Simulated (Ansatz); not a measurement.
Consider the formal hydrolysis of the Si–Cl bond: `[OH][GeH2][SiH](O)Cl` + H₂O → `[OH][GeH2][SiH](O)O` + HCl.

Calculated with Ansatz (gas phase, PBE0-D4/def2-TZVP geometries, no zero-point term in ΔE). CCSD(T)/CBS is the MP2 limit (def2-TZVPP, def2-QZVPP) plus CCSD(T) − MP2 in def2-TZVPP, frozen cores. This one scheme is used for every species. DFT in def2-TZVPP. For Ge outer-core shells are correlated without core-valence functions, which leaves a few kJ/mol of doubt a bond. Scalar relativity is left out up to krypton. One conformer a species, not always the lowest.

`[OH][GeH2][SiH](O)Cl`:

Z-matrix (Å, degrees):
```
Ge
Si 1 2.387
O 1 1.807 2 94.0
H 1 1.543 2 117.5 3 -113.7
H 1 1.541 2 117.0 3 113.7
Cl 2 2.059 1 108.9 3 -106.6
O 2 1.632 1 102.8 3 12.6
H 2 1.478 1 117.7 3 132.6
H 3 0.959 1 114.9 2 172.6
H 7 0.967 2 113.5 1 -18.2
```

H₂O:

Z-matrix (Å, degrees):
```
O
H 1 0.960
H 1 0.960 2 105.1
```

`[OH][GeH2][SiH](O)O`:

Cartesian coordinates in Å:
```
O -1.154 1.603 -0.340
Ge -0.292 0.329 -1.292
Si 0.810 -0.626 0.593
O 0.084 -2.077 0.854
O 0.554 0.489 1.766
H -1.765 2.136 -0.851
H -1.341 -0.533 -2.025
H 0.587 1.025 -2.355
H 2.279 -0.817 0.502
H 0.412 -2.623 1.571
H -0.174 1.094 1.578
```

HCl:

```xyz
2

Cl    0.367   -0.296    0.431
H    -0.367    0.296   -0.431
```

Problem. Is it downhill or uphill in electronic energy at CCSD(T)/CBS, and by how much? (Best estimate.)

Solution. Ansatz gave: Nearly level: ΔE = +2.4 kJ/mol.

Problem. What do these levels give: ωB97X-V, PBE, SCS-MP2/def2-TZVPP, HF/def2-QZVPP, MP2/def2-QZVPP, SCS-MP2/def2-QZVPP? (An estimate is asked.)

Solution. Ansatz gave: ωB97X-V -0.6, PBE 5.0, SCS-MP2/def2-TZVPP -3.3, HF/def2-QZVPP -7.5, MP2/def2-QZVPP 3.9, SCS-MP2/def2-QZVPP 0.1 kJ/mol.

Largest T1 diagnostic among the species: 0.012.

The D4 term adds +3.3 kJ/mol with B3LYP and +1.8 kJ/mol with PBE0; it sums over pairs of atoms, weighted by their polarisabilities, and B3LYP, whose exchange is more repulsive, gets the larger term. In def2-TZVPP, CCSD(T) changes the Hartree–Fock value by +3.8 kJ/mol (the triples alone add +1.5 kJ/mol) and MP2 by +7.9 kJ/mol.

B3LYP here is the variant with VWN-RPA as its local correlation; programs differ in this.
